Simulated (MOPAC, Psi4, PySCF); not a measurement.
Intermolecular potential of C2H6O ··· CHN (SMILES COC and C#N). Monomers: optimised at B3LYP-D3(BJ) (def2-TZVP), held rigid. Orientation: a random orientation, not optimised. The monomers approach along the line of their centres of mass (distance R); nothing else relaxes.

Geometry at R = 4.39 Å (first 9 atoms: monomer A):
```
12

C      1.1521    -0.0275    -0.2170
O      0.1679     0.4805     0.6544
C     -1.1334     0.0809     0.2898
H      2.1180     0.3291     0.1374
H      1.1556    -1.1258    -0.2223
H      0.9967     0.3228    -1.2463
H     -1.3959     0.4366    -0.7156
H     -1.2378    -1.0123     0.3080
H     -1.8232     0.5156     1.0116
C     -1.9740     0.1560    -3.4673
N     -3.0845     0.1345    -3.1842
H     -0.9405     0.1760    -3.7308
```

Levels of theory: RHF/3-21G = restricted Hartree-Fock/3-21G, no counterpoise correction in PySCF; PBE/def2-TZVP, counterpoise-corrected (Psi4); BLYP-D3(BJ)/def2-TZVP, counterpoise-corrected (Psi4); PM7, restricted, heats of formation (MOPAC); PM3, restricted, heats of formation (MOPAC).

Interaction energies in kJ/mol (negative: bound); R is the distance of the centres of mass, d the H7···C10 distance.

```json
[
 {"R / Å": "3.77", "d / Å": "2.28", "RHF/3-21G": "17.18", "PBE/def2-TZVP": "13.34", "BLYP-D3(BJ)/def2-TZVP": "10.21", "PM7": "4.01", "PM3": "9.20"},
 {"R / Å": "3.95", "d / Å": "2.43", "RHF/3-21G": "8.44", "PBE/def2-TZVP": "6.69", "BLYP-D3(BJ)/def2-TZVP": "3.88", "PM7": "-0.59", "PM3": "3.40"},
 {"R / Å": "4.23", "d / Å": "2.68", "RHF/3-21G": "2.06", "PBE/def2-TZVP": "1.76", "BLYP-D3(BJ)/def2-TZVP": "-0.37", "PM7": "-2.38", "PM3": "0.70"},
 {"R / Å": "4.39", "d / Å": "2.83", "RHF/3-21G": "0.53", "PBE/def2-TZVP": "0.51", "BLYP-D3(BJ)/def2-TZVP": "-1.22", "PM7": "-2.35", "PM3": "0.41"},
 {"R / Å": "4.56", "d / Å": "2.98", "RHF/3-21G": "-0.23", "PBE/def2-TZVP": "-0.17", "BLYP-D3(BJ)/def2-TZVP": "-1.51", "PM7": "-2.10", "PM3": "0.33"},
 {"R / Å": "4.80", "d / Å": "3.20", "RHF/3-21G": "-0.47", "PBE/def2-TZVP": "-0.52", "BLYP-D3(BJ)/def2-TZVP": "-1.40", "PM7": "-1.67", "PM3": "0.32"},
 {"R / Å": "5.11", "d / Å": "3.49", "RHF/3-21G": "-0.22", "PBE/def2-TZVP": "-0.50", "BLYP-D3(BJ)/def2-TZVP": "-0.99", "PM7": "-1.18", "PM3": "0.33"},
 {"R / Å": "5.35", "d / Å": "3.72", "RHF/3-21G": "0.04", "PBE/def2-TZVP": "-0.37", "BLYP-D3(BJ)/def2-TZVP": "-0.68", "PM7": "-0.88", "PM3": "0.32"},
 {"R / Å": "5.86", "d / Å": "4.21", "RHF/3-21G": "0.35", "PBE/def2-TZVP": "-0.08", "BLYP-D3(BJ)/def2-TZVP": "-0.27", "PM7": "-0.46", "PM3": "0.30"},
 {"R / Å": "6.60", "d / Å": "4.92", "RHF/3-21G": "0.38", "PBE/def2-TZVP": "0.12", "BLYP-D3(BJ)/def2-TZVP": "-0.04", "PM7": "-0.25", "PM3": "0.25"},
 {"R / Å": "7.56", "d / Å": "5.86", "RHF/3-21G": "0.30", "PBE/def2-TZVP": "0.15", "BLYP-D3(BJ)/def2-TZVP": "0.04", "PM7": "-0.04", "PM3": "0.19"},
 {"R / Å": "8.87", "d / Å": "7.15", "RHF/3-21G": "0.21", "PBE/def2-TZVP": "0.12", "BLYP-D3(BJ)/def2-TZVP": "0.07", "PM7": "0.06", "PM3": "0.14"}
]
```

Lowest grid point: RHF/3-21G -0.47 kJ/mol at R = 4.80 Å; PBE/def2-TZVP -0.52 kJ/mol at R = 4.80 Å; BLYP-D3(BJ)/def2-TZVP -1.51 kJ/mol at R = 4.56 Å; PM7 -2.38 kJ/mol at R = 4.23 Å; PM3 0.14 kJ/mol at R = 8.87 Å.
